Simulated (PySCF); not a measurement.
C₅H₁₄Si₂.
SMILES with atom numbers: `[SiH3:1][SiH2:2][CH:3]1[CH2:4][CH2:5][CH2:6][CH2:7]1`

Cartesian coordinates in Å at the GFN2-xTB level; atoms count from 1:
```
atom  x, y, z in Å
Si1    3.3268    0.5144   -0.0055
Si2    1.6281   -1.0489    0.0708
C3    -0.0287   -0.2156    0.5059
C4    -1.2362   -1.1495    0.5486
C5    -2.4301   -0.1924    0.5623
C6    -1.9780    1.0326   -0.2547
C7    -0.4749    0.8346   -0.5129
H8     3.4560    1.1590   -1.3160
H9     3.1423    1.6022    0.9613
H10    4.6315   -0.0824    0.2887
H11    1.8551   -2.1089    1.0659
H12    1.4306   -1.7481   -1.2099
H13    0.0499    0.2721    1.4849
H14   -1.2589   -1.7651   -0.3529
H15   -1.2250   -1.8133    1.4125
H16   -3.3268   -0.6521    0.1484
H17   -2.6503    0.1031    1.5894
H18   -2.5272    1.1078   -1.1930
H19   -2.1572    1.9511    0.3046
H20   -0.3224    0.4519   -1.5244
H21    0.0863    1.7644   -0.4197
```

Probes without a nucleus sit at each ring's centroid and 1 Å off its mean plane on both sides; NICS is minus the shielding there, NICSzz its component along the normal. Level: GIAO PBE0/pcSseg-1 (PySCF, non-relativistic, gas phase) on the GFN2-xTB geometry, one conformer.

Ring bond lengths (Å), with Mayer bond orders in brackets: C3–C4 1.527 (1.00), C4–C5 1.530 (1.04), C5–C6 1.540 (1.03), C6–C7 1.538 (1.04), C7–C3 1.530 (1.01).

What do the NICS probes read (ppm)?

```tsv
ring	type	NICS(0)	NICS(1), two faces	NICS(1)zz, two faces	rms pucker (Å)	centre to ring atoms, mean (Å)
C3–C4–C5–C6–C7	5-membered carbocycle; formal bonds all single	-5.7	-4.4 / -4.1	-4.7 / -4.4	0.19	1.28
```

What can be read from them?

- C3–C4–C5–C6–C7: mean NICS(1)zz -4.6 ppm, shielded. C3, C4, C5, C6, C7 have four or more neighbours; no verdict on aromaticity is drawn.

Give the inner angles of the rings and the Hirshfeld charges of the ring atoms.

- C3–C4–C5–C6–C7: C3 102.0° (-0.110 e), C4 103.6° (-0.070 e), C5 105.3° (-0.069 e), C6 105.9° (-0.068 e), C7 105.2° (-0.072 e); sum 521.9° against 540° for a flat convex ring.

Time: 33 s of wall time. Hardware: Arm Neoverse V2, one thread, shared host. This is the whole shielding run at PBE0/pcSseg-1, SCF included.
